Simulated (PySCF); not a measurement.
**Au (gold, neutral) across methods**

[Xe] 4f14 5d10 6p1, 2P determinant (an excited configuration). Calculation: PySCF 2.14, in aug-cc-pwCVTZ-PP with ECP60MDF; scalar relativity through the core potential.

```csv
method,E (hartree),mean ε 5d α (eV),mean ε 5d β (eV),mean ε 6p α (eV),Σ⟨r²⟩ (bohr²),⟨S²⟩
r2SCAN,-135.5617,-9.245,-9.173,-2.337,62.59,0.919
revPBE,-135.6007,-8.959,-8.873,-2.188,64.21,0.810
UHF,-134.62686,-14.840,-14.833,-3.574,68.92,0.801
PW91,-135.6083,-9.061,-8.966,-2.243,63.79,0.802
PBE,-135.5489,-9.011,-8.918,-2.209,64.02,0.801
PBE0,-135.5105,-10.637,-10.556,-2.662,64.29,0.798
LDA,-135.2987,-9.180,-9.086,-2.268,63.35,0.774
MN15,-135.2812,-11.451,-11.368,-3.086,63.68,0.883
```

Energies and moments cover only the electrons outside the core potential. Spin-orbit coupling, absent here, splits the open shell strongly. ⟨S²⟩ = 0.92 against 0.75 shows spin contamination.
